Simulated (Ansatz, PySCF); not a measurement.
Gas-phase reaction in SMILES: [TeH][TeH] → [Te][TeH] + H atom (the H-Te bond at the site shown breaks; other sites are not compared here)
Structures are relaxed separately at B3LYP-D3(BJ)/def2-TZVP in Ansatz (a program for electronic structure), one conformer each, not searched for the lowest.

Property: bond dissociation energy (enthalpy at 298 K, with B3LYP-D3(BJ) rigid-rotor harmonic-oscillator terms from PySCF), in kJ/mol. Correlated levels leave the core frozen unless marked. UHF or UKS for open shells. Spin-orbit coupling is left out. Frozen are the shells of the preceding noble gas and the d and f shells that filled before the atom's block. In def2 rows, elements after Kr have scalar-relativistic effective core potentials. STO-3G rows are all-electron and non-relativistic. Basis-set limits of correlation are two-point, X^-3; Hartree-Fock from the larger set.

```csv
level,program,bond dissociation energy (kJ/mol)
HF/def2-TZVPP,Ansatz,175.6
revPBE-D4/def2-TZVPD,Ansatz + dftd4,242.9
PBE0-D4/def2-TZVPD,Ansatz + dftd4,248.8
PW6B95/def2-TZVPD,PySCF,252.0
```

### Question
Estimate the value at CCSD(T)/CBS(def2-TZVPPD,def2-QZVPPD) as computed with Ansatz.

### Answer
261.4 kJ/mol
